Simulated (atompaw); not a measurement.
**Logarithmic derivatives: W (Z = 74), PAW (atompaw)**

tungsten (W), PAW, made with atompaw 4.2.0.5 (PBEsol, scalar-relativistic). Core [Xe] 4f14, reference 5d4 6s1.5 6p0 (charge +0.5). Waves: 6s (bound): rc 3.00 bohr; 6s channel at 0.05 Ry: rc 3.00 bohr; 6p (bound, empty): rc 2.70 bohr; 6p channel at 2.85 Ry: rc 2.70 bohr; 5d (bound): rc 1.50 bohr; 5d channel at 1.35 Ry: rc 1.50 bohr. Local part: bessel scheme, radius 2.00 bohr. Core correction: smooth core density matched at 2.85 bohr. Augmentation charge: besselshape compensation charge, radius 2.85 bohr; PAW radius 3.00 bohr; waves and projectors: custom rrkj gramschmidtortho.

The phase is arctan(r·u′/u) with u = r·R(r), unwrapped; energies in Ry, scanned from -3 to 5 Ry. A pole is an energy at which the radial function vanishes at the test radius. The pseudo phase is shifted by a multiple of π to meet the all-electron one at the reference energy, and phase errors are pseudo minus all-electron; the curves can meet again beyond the range given. Levels narrower than the energy grid can be missing from the lists of poles.

| channel | radius (bohr) | reference energy (Ry) | poles, all-electron | poles, pseudo | unbroken range about the reference energy with phases within 0.05 rad | phase error 1 Ry above the reference energy (rad) |
| --- | --- | --- | --- | --- | --- | --- |
| s | 3.01 | -0.65 | 0.76 | 0.75, 2.08 | below 1.8 | -0.000 |
| p | 3.01 | -0.29 | 2.05 | 2.02, 2.98 | below 3.0 | -0.007 |
| d | 3.01 | -0.59 | -0.27, 4.36 | -0.27, 4.36 | the whole range | +0.000 |

Phases in the s channel:

| E (Ry) | all-electron | pseudo |
| --- | --- | --- |
| -3.00 | 1.327 | 1.326 |
| -2.52 | 1.287 | 1.287 |
| -2.04 | 1.221 | 1.221 |
| -1.56 | 1.086 | 1.085 |
| -1.08 | 0.665 | 0.665 |
| -0.60 | -0.711 | -0.711 |
| -0.12 | -1.319 | -1.319 |
| 0.36 | -1.495 | -1.495 |
| 0.84 | -1.584 | -1.584 |
| 1.32 | -1.647 | -1.650 |
| 1.80 | -1.705 | -1.739 |
| 2.28 | -1.776 | -4.848 |
| 2.76 | -1.888 | -4.957 |
| 3.24 | -2.138 | -5.121 |
| 3.72 | -2.997 | -5.587 |
| 4.20 | -4.081 | -6.871 |
| 4.68 | -4.402 | -7.455 |
